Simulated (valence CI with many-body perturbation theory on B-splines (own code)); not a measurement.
Os IV: electric-dipole lines

Method: valence CI with perturbative core correlation (CI+MBPT): five valence electrons over a frozen Dirac-Fock core [Xe] 4f14, radial functions for each j: 7 s, 7 p, 8 d, 6 f, 4 g, 1 h, with the one-electron correlation potential Σ1, the two-electron term Σ2, the three-electron term Σ3, Breit, model QED; selected CI, second order for the rest, scaled by the run's own slope (own B-spline code, finite nucleus).

No measured levels were compared; by estimate terms of the open shell hold to 2 to 4 % of their energy, and close levels can change places; different configurations can be misplaced against each other by 1,000 to 8,000 cm⁻¹. Among the levels kept, up to 2400 cm⁻¹ of a level comes from second order outside the variational space, and about a tenth of that is noise between levels of different J, which matters for small intervals.

Lines 1 to 50 of 548 in falling wavelength, among levels below 19.042 eV, chosen from the strongest by gf and those to the six lowest levels. Wavelengths and rates use the calculated energies, so an error of 2000 cm⁻¹ moves a line at 218.8 nm by 4.4 % and its rate by three times that or more. Electric multipoles are in the length gauge, E1 and E2 with the static RPA response of the core. Weak lines are less certain than strong ones. Lines between different terms over intervals too small for the method are left out, as are lines whose strength nearly cancels. Where a level lies close to another of its J and parity, the split of strength between their lines is uncertain. The highest levels of a list are the least certain.

Names give the largest LS component (configuration and term), which can be under half, so a name can repeat, a term be missing and a line seem to break the LS rules; names also repeat where a configuration has a term twice. Letters in brackets count levels of one name in rising energy.

```
λ vac (nm)               Upper              Lower   A (s⁻¹)  S (a.u.)
     218.8   5d⁴6p ⁴F°_9/2 [a]   5d⁴6s ⁴D_7/2 [a]  2.58e+07  1.33e+00
     212.9   5d⁴6p ⁶F°_7/2 [a]   5d⁴6s ⁴D_5/2 [a]  4.57e+07  1.74e+00
     204.7  5d⁴6p ²I°_13/2 [a]  5d⁴6s ⁴G_11/2 [b]  2.90e+07  1.72e+00
     201.2   5d⁴6p ⁴H°_9/2 [b]   5d⁴6s ²G_7/2 [a]  4.63e+07  1.86e+00
     194.9   5d⁴6p ⁴F°_9/2 [a]       5d⁴6s ⁴H_7/2  5.07e+07  1.85e+00
     194.2   5d⁴6p ⁴F°_9/2 [c]   5d⁴6s ²G_7/2 [b]  7.50e+07  2.71e+00
     192.3   5d⁴6p ²F°_7/2 [a]   5d⁴6s ²G_7/2 [b]  4.28e+07  1.20e+00
     191.9  5d⁴6p ⁴H°_11/2 [b]   5d⁴6s ²G_9/2 [a]  3.67e+07  1.54e+00
     189.4  5d⁴6p ²I°_13/2 [a]  5d⁴6s ⁴G_11/2 [a]  9.20e+07  4.32e+00
     187.4   5d⁴6p ⁴G°_9/2 [a]   5d⁴6s ²G_9/2 [a]  3.85e+07  1.25e+00
     186.5      5d⁴6p ²K°_13/2      5d⁴6s ²H_11/2  3.13e+07  1.40e+00
     186.4   5d⁴6p ²F°_5/2 [a]   5d⁴6s ²G_7/2 [b]  9.34e+07  1.79e+00
     185.4   5d⁴6p ²P°_1/2 [a]   5d⁴6s ²S_1/2 [a]  1.85e+08  1.16e+00
     184.1  5d⁴6p ⁴H°_11/2 [c]   5d⁴6s ²G_9/2 [a]  2.91e+07  1.08e+00
     182.9   5d⁴6p ⁴G°_5/2 [a]   5d⁴6s ⁴F_3/2 [a]  7.04e+07  1.28e+00
     182.7   5d⁴6p ⁴P°_3/2 [c]   5d⁴6s ⁴P_5/2 [c]  1.06e+08  1.27e+00
     182.0   5d⁴6p ⁴H°_9/2 [b]   5d⁴6s ⁴F_7/2 [a]  3.87e+07  1.15e+00
     179.8   5d⁴6p ⁴H°_9/2 [b]       5d⁴6s ⁴G_9/2  7.40e+07  2.12e+00
     179.6      5d⁴6p ⁴H°_13/2      5d⁴6s ²H_11/2  3.66e+07  1.46e+00
     179.5   5d⁴6p ⁴H°_7/2 [b]   5d⁴6s ⁴D_7/2 [b]  5.44e+07  1.24e+00
     179.2   5d⁴6p ⁴F°_7/2 [c]   5d⁴6s ²G_9/2 [b]  1.23e+08  2.79e+00
     178.4   5d⁴6p ²F°_5/2 [b]   5d⁴6s ⁴F_7/2 [b]  1.14e+08  1.91e+00
     178.0  5d⁴6p ⁴G°_11/2 [a]  5d⁴6s ⁴G_11/2 [a]  1.36e+08  4.54e+00
     177.8   5d⁴6p ⁴H°_9/2 [a]   5d⁴6s ⁴H_9/2 [b]  4.83e+07  1.34e+00
     177.7       5d⁴6p ²H°_9/2   5d⁴6s ²G_9/2 [b]  4.73e+07  1.31e+00
     177.6   5d⁴6p ⁴H°_7/2 [a]   5d⁴6s ⁴D_5/2 [a]  5.36e+07  1.19e+00
     177.4   5d⁴6p ²F°_7/2 [c]   5d⁴6s ²F_7/2 [a]  4.66e+07  1.03e+00
     177.0   5d⁴6p ⁴F°_5/2 [a]   5d⁴6s ⁴D_7/2 [b]  1.04e+08  1.72e+00
     176.4   5d⁴6p ⁴F°_9/2 [d]   5d⁴6s ²G_7/2 [a]  4.43e+07  1.20e+00
     175.8   5d⁴6p ⁴H°_7/2 [b]   5d⁴6s ⁴D_5/2 [b]  7.83e+07  1.68e+00
     175.8      5d⁴6p ²K°_13/2      5d⁴6s ²I_13/2  1.25e+08  4.70e+00
     175.7   5d⁴6p ⁴H°_7/2 [a]   5d⁴6s ⁴H_9/2 [a]  1.18e+08  2.53e+00
     175.7   5d⁴6p ⁴F°_7/2 [b]       5d⁴6s ⁴G_9/2  5.81e+07  1.24e+00
     174.8       5d⁴6p ⁴I°_9/2   5d⁴6s ⁴H_9/2 [a]  1.86e+08  4.91e+00
     174.0   5d⁴6p ⁴D°_5/2 [a]   5d⁴6s ⁴P_5/2 [a]  1.81e+08  2.82e+00
     173.8   5d⁴6p ⁴D°_7/2 [b]   5d⁴6s ⁴D_7/2 [c]  5.94e+07  1.23e+00
     173.5  5d⁴6p ⁴H°_11/2 [c]      5d⁴6s ²I_13/2  1.21e+08  3.76e+00
     173.3   5d⁴6p ⁴F°_9/2 [d]  5d⁴6s ⁴G_11/2 [b]  5.98e+07  1.53e+00
     173.1   5d⁴6p ⁴D°_3/2 [b]       5d⁴6s ⁴G_5/2  1.21e+08  1.24e+00
     173.0  5d⁴6p ²I°_11/2 [b]      5d⁴6s ²H_11/2  7.35e+07  2.25e+00
     172.9  5d⁴6p ⁴H°_11/2 [a]      5d⁴6s ⁴H_11/2  1.83e+08  5.60e+00
     172.7   5d⁴6p ²F°_7/2 [a]       5d⁴6s ²H_9/2  9.60e+07  1.95e+00
     171.7   5d⁴6p ⁴G°_5/2 [a]   5d⁴6s ⁴D_5/2 [a]  7.06e+07  1.06e+00
     171.3   5d⁴6p ⁴G°_5/2 [b]       5d⁴6s ⁴G_5/2  9.17e+07  1.37e+00
     171.2   5d⁴6p ⁴H°_7/2 [a]       5d⁴6s ⁴H_7/2  2.15e+08  4.26e+00
     171.1   5d⁴6p ⁶F°_7/2 [b]   5d⁴6s ⁴D_5/2 [a]  7.54e+07  1.49e+00
     170.8  5d⁴6p ⁴H°_11/2 [b]  5d⁴6s ⁴G_11/2 [b]  4.24e+07  1.25e+00
     170.5  5d⁴6p ²I°_13/2 [b]      5d⁴6s ²H_11/2  2.32e+08  7.94e+00
     170.4       5d⁴6p ⁴I°_9/2       5d⁴6s ⁴H_7/2  2.16e+08  5.26e+00
     170.1   5d⁴6p ⁴G°_9/2 [a]   5d⁴6s ²G_7/2 [a]  7.85e+07  1.91e+00
```
